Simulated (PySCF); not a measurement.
Ranking problems on computed properties.

All species are isolated and taken at one optimised geometry (atoms past krypton carry core potentials, spin–orbit coupling is left out). Electronic properties by PySCF.

Dipoles, sizes and rotational constants follow the conformer. The torsions of the flexible species, by atom-mapped SMILES:
- `[F:1][C:2]([F:3])([F:4])[C:5]1=[CH:6][O:7][CH2:8][CH2:9]1`: F1–C2–C5–C6 120°
- `[CH2:1]=[CH:2][c:3]1[cH:4][n:5][n:6][nH:7]1`: C1–C2–C3–C4 0°
- `[CH3:1][C:2]1([SiH:3]([OH:4])[OH:5])[CH2:6][CH2:7]1`: C1–C2–Si3–O4 62°, H–O4–Si3–C2 55°, H–O5–Si3–C2 150°
- `[O:1]=[C:2]([O-:3])[C:4]([F:5])([F:6])[F:7]`: O1–C2–C4–F5 -124°
- `[O-:1][C:2]([OH:3])[c:4]1[cH:5][cH:6][c:7]([Cl:8])[cH:9][cH:10]1`: O1–C2–C4–C5 0°, H–O3–C2–O1 0°

(1) Rank by lowest singlet excitation, lowest first (TDDFT wB97X-D/def2-SVPD at GFN2-xTB geometries).
A. `FC(F)(F)C1=COCC1`
B. `C=Cc1cnn[nH]1`
C. `CC1([SiH](O)O)CC1`
D. `n1ncnc(c1)C`

(2) By how much do the two ends of that ranking differ?

(3) Rank by electronic spatial extent ⟨r²⟩ about the centre of nuclear charge, highest first (wB97X-D/def2-SVPD at GFN2-xTB geometries).
A. `C1CC1(C)[SiH](O)O`
B. `C=Cc1cnn[nH]1`
C. `Cc1cnncn1`
D. `FC(F)(F)C1=COCC1`

(4) Rank by smallest rotational constant, lowest first (PBE0-D3(BJ)/def2-SVP).
A. `[O-][C](O)C1=CC=C(Cl)C=C1` [radical]
B. `[H][In-]([H])([H])[O]C`
C. `[AlH3-][Cl]`
D. `[O]=[Cr-2](=[O])(=[S])=[S]`
E. `O=C([O-])C(F)(F)F`

(5) Rank by static isotropic polarisability, lowest first (wB97X-D/def2-SVPD at GFN2-xTB geometries).
A. `FC(F)(F)C1=COCC1`
B. `CC1([SiH](O)O)CC1`
C. `C=Cc1cnn[nH]1`
D. `Cc1ncnnc1`

(6) Rank by HOMO–LUMO gap, lowest first (wB97X-D/def2-SVPD at GFN2-xTB geometries).
A. `FC(F)(F)C1=COCC1`
B. `C=Cc1cnn[nH]1`
C. `O[SiH](C1(CC1)C)O`
D. `Cc1cnncn1`

(7) Rank by lowest triplet excitation (Tamm–Dancoff), lowest first (TDA wB97X-D/def2-SVPD at GFN2-xTB geometries).
A. `Cc1cnncn1`
B. `C1CC1(C)[SiH](O)O`
C. `FC(F)(F)C1=COCC1`
D. `C=Cc1cnn[nH]1`

(8) Give the two extremes of that set in kJ/mol.

## Answers

(1) D (3.29 eV), B (5.35 eV), A (6.24 eV), C (7.42 eV).

(2) By 4.13 eV, between `CC1([SiH](O)O)CC1` and `Cc1cnncn1`.

(3) D (1150 bohr²), A (969 bohr²), B (703 bohr²), C (630 bohr²).

(4) A (0.475 GHz), D (1.677 GHz), E (2.107 GHz), B (2.786 GHz), C (5.696 GHz).

(5) A (62.1 au), D (64.1 au), C (68.9 au), B (76.3 au).

(6) D (8.63 eV), B (9.17 eV), A (10.45 eV), C (11.42 eV).

(7) A (2.61 eV), D (3.37 eV), C (4.04 eV), B (7.27 eV).

(8) `Cc1cnncn1`: 252 kJ/mol; `CC1([SiH](O)O)CC1`: 701 kJ/mol.
The closed-shell solution of the metal species wasn't tested for stability.
